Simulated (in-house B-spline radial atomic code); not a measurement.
Results of a calculation; reference values are marked as such.
Stopping of slow ions oscillates with Z: Al to Ni at r_s = 3

A nucleus sits in a uniform electron gas with a rigid positive background. The Kohn-Sham equations are solved self-consistently in the spin-unpolarised LDA (PW92), non-relativistic, on B-splines with outgoing waves at the boundary and partial waves to l = 8. The model has no lattice, no bands and no magnetic solution. Atomic units; δ_l are the phase shifts at the Fermi level, counted so that each bound state adds π, and good to about 0.0005. A narrow, partly filled d or f resonance in a thin gas would split by spin, so such rows rest on a solution that is probably unstable.

The density parameter is r_s = 3 bohr, near that of the valence electrons of Ag (1 per atom, density 10.5 g/cm³, mass 107.87 u, which gives r_s = 3.02). The friction coefficient Q = n k_F σ_tr gives dE/dx = Q v for slow ions.

```csv
ion,δ0/π,δ1/π,δ2/π,δ3/π,σ_tr (bohr²),Q (a.u.)
Al,2.303,1.339,0.033,0.002,42.47,0.2402
Si,2.403,1.471,0.033,0.003,61.33,0.3469
P,2.488,1.600,0.037,0.004,63.68,0.3602
S,2.569,1.718,0.048,0.005,53.57,0.3030
Cl,2.658,1.821,0.069,0.005,41.42,0.2343
Ar,2.756,1.910,0.099,0.004,33.83,0.1914
K,2.850,1.981,0.142,0.000,36.55,0.2067
Ca,2.916,2.021,0.211,-0.004,58.74,0.3323
Sc,2.954,2.033,0.301,-0.007,98.52,0.5573
Ti,2.977,2.034,0.397,-0.008,136.02,0.7694
V,2.996,2.032,0.495,-0.008,153.14,0.8662
Cr,3.013,2.031,0.591,-0.008,142.82,0.8078
Mn,3.029,2.031,0.687,-0.007,109.91,0.6217
Fe,3.048,2.034,0.779,-0.006,67.71,0.3830
Co,3.071,2.044,0.866,-0.004,32.00,0.1810
Ni,3.112,2.071,0.938,-0.002,13.81,0.0781
```

Q: Where are the largest and smallest frictions, and what do the phase shifts say there?

A: Largest: V, Q = 0.8662; smallest: Ni, Q = 0.0781, a ratio of 11.1. For the largest δ2/π = 0.49: the d resonance is about half filled and sits at the Fermi level, where it scatters most. For the smallest, which lies at the edge of the table, the differences δ_l − δ_(l+1), measured from the nearest multiple of π, are 0.04π, 0.13π, 0.06π; σ_tr grows with the sines of these.

Q: At equal speed, Lindhard and Scharff's formula, with silicon as an example target, scales as Z^(7/6)/(Z^(2/3) + 14^(2/3))^(3/2). How does its rise from the first ion to the last compare?

A: It rises smoothly by 0.8374/0.5222 = 1.60, while Q changes by 0.078/0.240 = 0.33. The statistical formula averages over shells, so it can't show the oscillation.
